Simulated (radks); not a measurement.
The numbers below are computed, except where a source is named.
Task: Ionisation of the chlorine ion Cl+, [Ne] 3s2 3p4, to Cl2+, [Ne] 3s2 3p3, under several functionals. Scalar-relativistic Kohn-Sham, spin-unpolarised, spherical densities, finite nucleus; a radial shooting solver on a logarithmic mesh with Libxc functionals. Known Delta-SCF values: RPBE 25.431 eV; Wu-Cohen GGA 25.431 eV; BLYP 25.297 eV. What does MS2 meta-GGA give, and what is its highest occupied eigenvalue?

Result: 25.625 eV by Delta-SCF; the 3p eigenvalue is -19.641 eV. NIST: 23.814 eV (measured).

Beside tabulated values, note that spin-unpolarised runs miss the spin-polarisation part of the exchange energy of open shells.
